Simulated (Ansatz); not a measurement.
Consider the substitution at a C–F bond: `F/C=C(/Cl)Br` + HCl → `Cl/C=C(/Cl)Br` + H–F.

Calculated with Ansatz (gas phase, PBE0-D4/def2-TZVP geometries, no zero-point term in ΔE). CCSD(T)/CBS adds triple-zeta CCSD(T) − MP2 to the extrapolated MP2 energy (def2 sets, frozen cores). This one scheme is used for every species. Double bonds are as drawn, so ΔE can hold a change between cis and trans. Functionals use def2-TZVPP. For Br outer-core shells are correlated without core-valence functions, which leaves a few kJ/mol of doubt a bond. Scalar relativity is left out up to krypton.

CCSD(T)/CBS gives -30.9 kJ/mol.

Question: Another level gave -9.9 kJ/mol. Which?
A. BLYP/def2-TZVPP
B. CCSD/def2-TZVPP
C. MP2/def2-TZVPP
D. LC-ωPBE/def2-TZVPP

Answer: A. BLYP -9.9, LC-ωPBE -14.3, CCSD/def2-TZVPP -19.6, MP2/def2-TZVPP -38.4 kJ/mol.

Question: What do rigid-rotor, harmonic-oscillator terms from PBE0-D4/def2-TZVP frequencies (298.15 K, 1 bar) make of the CCSD(T)/CBS value? (Estimate.)

Answer: The calculation gave: ΔZPE = +2.7 kJ/mol, ΔH = -27.4 kJ/mol, ΔS = -3 J/(mol·K), ΔG = -26.5 kJ/mol.

Largest T1 diagnostic among the species: 0.010.

The D4 term adds −7.1 kJ/mol with B3LYP and −3.7 kJ/mol with PBE0; it sums over pairs of atoms, weighted by their polarisabilities, and B3LYP, whose exchange is more repulsive, gets the larger term. In def2-TZVPP, CCSD(T) changes the Hartree–Fock value by −22.3 kJ/mol (the triples alone add −3.8 kJ/mol) and MP2 by −37.3 kJ/mol. Leaving LDA and LC-ωPBE aside and taking each functional with its dispersion term where it has one, the values, not all of them listed here, spread over 14.7 kJ/mol, from PBE-QIDH to CAM-B3LYP-D4.

B3LYP here is the variant with VWN-RPA as its local correlation; programs differ in this.
